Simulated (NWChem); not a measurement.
System: Si$_{2}$H$_{5}$OCl; SMILES O[SiH2][SiH2]Cl

The following NWChem deck was run.

```
start job
memory heap 200 mb stack 900 mb global 1100 mb
geometry units angstroms
  O     -0.492707     1.628856    -1.638502
  Si    -0.100009     0.050756    -1.651517
  Si     0.846005    -0.623749     0.346319
  Cl    -0.416799    -0.260958     1.904702
  H     -1.072641     2.016850    -0.989167
  H      0.847176     0.026564    -2.759739
  H     -1.292441    -0.736511    -1.996385
  H      1.119177    -2.061679     0.395418
  H      2.093408     0.044219     0.731326
end
basis spherical
  * library def2-svp
end
dft
  xc pbe0
  iterations 150
end
driver
  maxiter 120
end
task dft optimize
task dft freq
```

NWChem printed, in part:

```
             Northwest Computational Chemistry Package (NWChem) 7.3.0
             --------------------------------------------------------

 C1  symmetry detected

                             Geometry "geometry" -> ""
                             -------------------------

 Output coordinates in angstroms (scale by  1.889725989 to convert to a.u.)

  No.       Tag          Charge          X              Y              Z
 ---- ---------------- ---------- -------------- -------------- --------------
    1 O                    8.0000    -1.07776824     2.01830889     0.41456478
    2 Si                  14.0000     0.27777986     1.53253867    -0.34127739
    3 Si                  14.0000     0.88957905    -0.61114716     0.26828064
    4 Cl                  17.0000    -0.60967646    -1.93331854    -0.13039788
    5 H                    1.0000    -1.90187814     1.54195359     0.36529783
    6 H                    1.0000     1.21687655     2.54240038     0.13219636
    7 H                    1.0000     0.09056017     1.66620534    -1.79306916
    8 H                    1.0000     2.05176740    -1.10845627    -0.47109628
    9 H                    1.0000     1.18629501    -0.82164007     1.68887145

 Effective nuclear repulsion energy (a.u.)     273.4947837038

                                Z-matrix (autoz)
                                --------

 Units are Angstrom for bonds and degrees for angles

[...]

      ----------------------
      Optimization converged
      ----------------------

  Step       Energy      Delta E   Gmax     Grms     Xrms     Xmax
  ---- ---------------- -------- -------- -------- -------- --------
@   18   -1116.62468283 -9.2D-09  0.00000  0.00000  0.00028  0.00071
                                     ok       ok       ok       ok

                                Z-matrix (autoz)
                                --------

 Units are Angstrom for bonds and degrees for angles

[...]

 Rotational Constants
 --------------------
 A=   0.171383 cm-1  (  0.246577 K)
 B=   0.067102 cm-1  (  0.096543 K)
 C=   0.051724 cm-1  (  0.074418 K)

 Temperature                      =   298.15K
 frequency scaling parameter      =   1.0000

 Zero-Point correction to Energy  =   31.689 kcal/mol  (  0.050500 au)
 Thermal correction to Energy     =   35.997 kcal/mol  (  0.057365 au)
 Thermal correction to Enthalpy   =   36.589 kcal/mol  (  0.058308 au)

 Total Entropy                    =   83.300 cal/mol-K
   - Translational                =   40.037 cal/mol-K (mol. weight = 111.9567)
   - Rotational                   =   27.385 cal/mol-K (symmetry #  =        1)
   - Vibrational                  =   15.879 cal/mol-K

 Cv (constant volume heat capacity) =   23.283 cal/mol-K
   - Translational                  =    2.979 cal/mol-K
   - Rotational                     =    2.979 cal/mol-K
   - Vibrational                    =   17.324 cal/mol-K

[normal modes left out]

 ----------------------------------------------------------------------------
 Normal Eigenvalue ||           Projected Infra Red Intensities
  Mode   [cm**-1]  || [atomic units] [(debye/angs)**2] [(KM/mol)] [arbitrary]
 ------ ---------- || -------------- ----------------- ---------- -----------
    1       -0.000 ||    0.000089           0.002         0.087       0.015
    2       -0.000 ||    0.000098           0.002         0.095       0.016
    3        0.000 ||    0.000001           0.000         0.001       0.000
    4        0.000 ||    0.000140           0.003         0.136       0.023
    5        0.000 ||    0.000063           0.001         0.062       0.010
    6        0.000 ||    0.000511           0.012         0.498       0.084
    7       52.652 ||    0.002997           0.069         2.922       0.494
    8      101.440 ||    0.004706           0.109         4.588       0.776
    9      205.771 ||    0.008604           0.199         8.388       1.418
   10      337.982 ||    0.121699           2.808       118.639      20.060
   11      404.756 ||    0.026370           0.608        25.707       4.347
   12      424.064 ||    0.009840           0.227         9.592       1.622
   13      530.199 ||    0.046466           1.072        45.297       7.659
   14      568.600 ||    0.004818           0.111         4.697       0.794
   15      677.218 ||    0.008258           0.191         8.050       1.361
   16      719.547 ||    0.019893           0.459        19.393       3.279
   17      795.107 ||    0.288614           6.659       281.356      47.574
   18      822.475 ||    0.047464           1.095        46.271       7.824
   19      887.740 ||    0.273000           6.298       266.134      45.000
   20      922.489 ||    0.144566           3.335       140.930      23.829
   21      943.462 ||    0.058652           1.353        57.177       9.668
   22      956.624 ||    0.074829           1.726        72.947      12.334
   23     2211.478 ||    0.108015           2.492       105.299      17.805
   24     2235.369 ||    0.071411           1.648        69.615      11.771
   25     2246.621 ||    0.107100           2.471       104.407      17.654
   26     2259.072 ||    0.113874           2.627       111.010      18.770
   27     3874.726 ||    0.095924           2.213        93.512      15.812
 ----------------------------------------------------------------------------
```

Level: PBE0/def2-SVP.
